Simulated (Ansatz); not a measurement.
Basis-set extrapolation for C₇H₁₄, SMILES `C1CCCCCC1` (PBE0-D4/def2-TZVP geometry, frozen core, Ansatz). Multiplicity 1, RHF reference.

|  | def2-TZVPP | def2-QZVPP |
| --- | --- | --- |
| HF | -273.327657 | -273.340235 |
| MP2 correlation | -1.217787 | -1.292624 |
| CCSD(T) correlation | -1.341470 | not run |

Energies in hartree. Use E(X) = E(∞) + A·exp(−7.88·√X) for Hartree–Fock and E(X) = E(∞) + B·X^(−2.97) for correlation, with X = 3 and 4, and add CCSD(T) minus MP2 of the smaller set to the MP2 limit.

Task: What is the CCSD(T) energy at the basis-set limit?

Result: HF limit: -273.340235 + (-0.012578) × 0.13774 = -273.34197. MP2 limit: -1.292624 + (-0.074837) × 0.74074 = -1.34806. Higher-order term: -1.341470 − (-1.217787) = -0.12368. Total: -274.81371 hartree, 3.93 eV below CCSD(T)/def2-TZVPP.
